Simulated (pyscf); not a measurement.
`[CH2]=[C][C]#[N]` [doublet] → `[CH]=[CH][C]#[N]` [doublet], a hydrogen shift (doublet surface; C–H broken, C–H formed). Single points on ωB97X-D3(BJ)/def2-SVP structures (PySCF, gas phase). Correlated levels are frozen-core, on RHF or UHF. ΔMP2 is the change of the MP2 total energy from the triple- to the quadruple-zeta basis. Energies in kcal/mol from the reactant's lowest minimum found.

Small-basis levels: PySCF, no dispersion term, spherical d functions. AM1 to PM7: differences of heats of formation from MOPAC. GFN2-xTB: tblite. Open shells are spin-unrestricted. 

```tsv
level	barrier	reaction energy
BP86/6-31G*	___	+12.3
B3LYP/STO-3G	77.1	+11.4
B3LYP/3-21G	64.7	+11.7
B3LYP/LANL2DZ	___	+10.4
M06-2X/6-31G*	58.3	+6.7
B3LYP/6-311+G**	56.6	+10.2
PBE/def2-SVP	51.8	+12.4
GFN2-xTB	57.7	+12.3
AM1	54.9	+7.9
PM3	48.2	+5.3
PM6	57.5	+8.1
PM7	59.0	+8.7
CCSD(T)/def2-TZVPP + ΔMP2(QZVPP)	___	+5.3
```

Q: Complete the blanks.

A: 
- BP86/6-31G*, barrier: 56.0
- B3LYP/LANL2DZ, barrier: 62.4
- CCSD(T)/def2-TZVPP + ΔMP2(QZVPP), barrier: 53.8

Against the last row the barrier runs from -5.6 (PM3) to +23.3 kcal/mol (B3LYP/STO-3G). CCSD(T)/def2-TZVPP + ΔMP2(QZVPP) has limits of its own. This is the saddle that the search found; another between the same sides may lie lower. The CCSD(T) − MP2 part came from Ansatz, without density fitting, on the same reference. An open-shell T1 diagnostic exceeds 0.045. A UHF reference is spin-contaminated (<S²> up to 1.38), which harms MP2 most.
